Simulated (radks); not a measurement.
Q: Pb+, 81 electrons, occupied as [Hg] 6p1. Calculated with a radial shooting solver on a logarithmic mesh with Libxc functionals: Dirac Kohn-Sham, RPBE, spin-unpolarised, spherical densities, point nucleus; open shells fill j = l - 1/2 first. Some entries of the table are withheld. Estimate them.

orbital,occ.,eigenvalue (hartree),<r^2> (bohr^2),r(max) (bohr)
1s1/2,2,-3233.628,0.0003570,0.009834
2s1/2,2,-578.0675,0.005361,0.05735
2p1/2,2,-555.0216,0.003775,0.04198
2p3/2,4,-474.5478,0.004957,0.04970
3s1/2,2,-138.9470,0.03474,0.1614
3p1/2,2,-128.5738,0.03158,0.1504
3p3/2,4,-110.6175,0.03792,0.1660
3d3/2,4,-93.62225,(1),0.1289
3d5/2,6,-89.80220,(2),0.1331
4s1/2,2,-31.66187,0.1666,0.3627
4p1/2,2,-27.17576,0.1691,0.3603
4p3/2,4,-22.78135,0.2003,0.3919
4d3/2,4,-15.48939,(3),0.3832
4d5/2,6,-14.66938,(4),0.3928
5s1/2,2,-5.54302,0.8185,0.7901
4f5/2,6,-5.23155,0.2435,0.3477
4f7/2,8,-5.04669,0.2503,0.3522
5p1/2,2,-4.01535,0.9408,0.8286
5p3/2,4,-3.19593,1.140,0.9057
5d3/2,4,-1.09657,1.889,1.055
5d5/2,6,-1.00152,2.037,1.087
6s1/2,2,-0.68845,5.742,1.949
6p1/2,1,-0.39786,8.987,2.320
6p3/2,0,-0.33178,11.49,2.615

A: 
(1) 3d3/2 <r^2> (bohr^2): 0.02892
(2) 3d5/2 <r^2> (bohr^2): 0.03064
(3) 4d3/2 <r^2> (bohr^2): 0.2082
(4) 4d5/2 <r^2> (bohr^2): 0.2190
